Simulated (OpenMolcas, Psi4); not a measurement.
Worked example: vertical ionisation energy of YCl3 (yttrium trichloride)

YCl3 has 4 atoms, charge 0, and is taken as a singlet. As SMILES, `[Cl][Y]([Cl])[Cl]`. The coordinates come from a PBE0-D4/def2-TZVP relaxation.

Both states at this one shape; open shells run unrestricted unless said. 1 Eh = 27.2114 eV.

| level | program | singlet YCl3 (Eh) | doublet [YCl3]+ (Eh) | HOMO of the first (eV) |
| --- | --- | --- | --- | --- |
| PBE/def2-SVP (core potential) | OpenMolcas | -1418.193402 | -1417.811284 | -7.63 |
| TPSS/def2-SVP (core potential) | OpenMolcas | -1418.822102 | -1418.435265 | -7.80 |
| PBE0/def2-SVP (core potential) | OpenMolcas | -1418.297385 | -1417.891978 | -9.05 |
| HSE06/def2-SVP (core potential) | Psi4 | -1418.352994 | -1417.949418 | -8.64 |

**Question.** Work out the vertical ionisation energy at each level.

**Answer.** 
1. PBE/def2-SVP (core potential): -1417.811284 − (-1418.193402) = 0.382118 Eh = 10.40 eV; −ε(HOMO) = 7.63 eV.
2. TPSS/def2-SVP (core potential): -1418.435265 − (-1418.822102) = 0.386837 Eh = 10.53 eV; −ε(HOMO) = 7.80 eV.
3. PBE0/def2-SVP (core potential): -1417.891978 − (-1418.297385) = 0.405407 Eh = 11.03 eV; −ε(HOMO) = 9.05 eV.
4. HSE06/def2-SVP (core potential): -1417.949418 − (-1418.352994) = 0.403576 Eh = 10.98 eV; −ε(HOMO) = 8.64 eV.

No measured value is set beside it here; the levels span 10.40 to 11.03 eV. In semi-local functionals −ε(HOMO) lies far under the ionisation energy, a result of self-interaction, while the difference of totals does much better. Spin-orbit coupling, which splits open shells on such heavy atoms by tenths of an eV, is left out.
